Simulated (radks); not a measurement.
Problem. Coherent X-ray form factor from a spherical all-electron density. Method: Dirac Kohn-Sham, PW91, spin-unpolarised, spherical densities, finite nucleus; Fermi nuclear charge, rms radius of each element as measured or else 0.836 A^(1/3) + 0.57 fm; computed with a radial shooting solver on a logarithmic mesh with Libxc functionals.

sin(theta)/lambda (1/angstrom)  f0 (electrons)
0.05                                    66.074
0.1                                     63.701
0.15                                    60.581
0.2                                     57.152
0.25                                    53.640
0.3                                     50.207
0.4                                     43.969
0.5                                     38.748
0.6                                     34.389
0.8                                     27.529
1                                       22.609
1.25                                    18.613
1.5                                     16.114
2                                       12.614

The species is in the configuration that NIST lists as its ground one. Which atom or ion scatters so?

Solution. The erbium ion Er+, [Xe] 4f12 6s1. Extrapolating in s^2 from the first two rows gives f0(0) = 66.9, near the electron count 67; among species with that count, the fall with angle is slower the higher Z, and the table is that of Z = 68; from so few rows the species is fixed only to a neighbour or two.
